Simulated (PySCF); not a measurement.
# Working out the excitation energy of B

B [He] 2s2 2p1 (2P) → B [He] 2s1 2p2 (4P). Calculation: PySCF 2.14, in dyall-av2z; the non-relativistic Hamiltonian (point nucleus). Frozen: 1s2; the 8 highest virtual orbitals dropped. Energies in hartree (1 hartree = 27.21139 eV):

| part | B (lower) | B (upper) |
| --- | --- | --- |
| UHF | -24.532212 | -24.451847 |
| MP2 opposite-spin | -0.037707 | 0.000000 |
| MP2 same-spin | -0.002955 | -0.009839 |

What does Hartree-Fock give?

(-24.451847) − (-24.532212) = 0.080365 hartree = 2.187 eV.

What do MP2 and SCS-MP2 (6/5 opposite-spin, 1/3 same-spin) give?

The opposite-spin parts differ by 1.026 eV and the same-spin parts by -0.187 eV. MP2: 2.187 + (1.026) + (-0.187) = 3.026 eV. SCS-MP2: 2.187 + 1.2 × (1.026) + (-0.187)/3 = 3.356 eV.

A double-zeta basis recovers only part of the correlation energy.
